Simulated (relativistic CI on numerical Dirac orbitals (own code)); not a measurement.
# Mn2+ in a cubic cluster: 3p photoemission with charge transfer

Computed with a charge-transfer multiplet model of a cubic metal-ligand cluster with up to one ligand hole, Slater and spin-orbit integrals from Dirac-Coulomb-Breit ions, Slater integrals scaled by 0.8. The ground state mixes d5 with configurations of k ligand holes L, whose averages lie at kΔ + k(k − 1)U_dd/2; a core hole lowers each added d electron by U_cd. 20 K, Lorentzian 0.9 eV and Gaussian 0.8 eV FWHM.

Atomic integrals in eV (Slater integrals scaled, ζ unscaled), ground: F2dd 8.204, F4dd 5.095, zeta_d 0.037; with the core hole: F2dd 9.143, F4dd 5.721, zeta_d 0.043, zeta_core 0.835, F2cd 9.879, G1cd 12.251, G3cd 7.459.

Cluster parameters (eV): Δ = 5, U_dd = 5.4, U_cd = 6.1, 10Dq = 1.15, 10Dq(ligand) = 0.6, final-state hopping factor = 0.9.

Weights, n_d and S are thermal averages at 20 K. Binding energies count from the first peak over 30 % of the highest in each spectrum, which can be another peak from case to case. The parameters are a model scan and need not match a compound or its usual spin state. Peaks in eV (height, largest 100): 0.0 (100), 2.7 (29), 18.8 (39).

Which parameters give this spectrum?
A. V(eg) = 1.8 eV, V(t2g) = -0.89 eV
B. V(eg) = 0.6 eV, V(t2g) = -0.3 eV
C. V(eg) = 1.5 eV, V(t2g) = -0.74 eV

B. V(eg) = 0.6 eV, V(t2g) = -0.3 eV; the ground state then has 5.02 d electrons and S = 2.50. The choice follows from running the model for each set and comparing peak positions and heights. The space is cut while the next configuration still counts.
